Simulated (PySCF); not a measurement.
Computed IR spectrum (relative IR intensity) of a molecule C4H7O, multiplicity 2. Geometry: PBE-D3(BJ)/def2-SVP. The values are those of a single conformer. The numbers are results of PBE-D3(BJ)/def2-SVP (PySCF), not measurements. Harmonic, unscaled wavenumbers; measured fundamentals usually lie a few per cent lower.

```csv
ν (cm⁻¹),relative intensity
245,8.7
397,6.2
471,4.7
577,10
689,14
757,15
787,35
997,6.1
1072,3.5
1174,69
1317,25
1345,15
1377,15
1400,48
1411,11
1419,17
1599,100
2955,23
2986,25
2993,13
3073,4.3
3076,20
3079,23
3202,2.8
```

Problem. Pick the molecule that these values belong to.
A. [CH2]C(=O)CC
B. [CH2]CC(C)=O
C. C[CH]C(C)=O
D. [CH]1CCOC1

Solution. A, [CH2]C(=O)CC
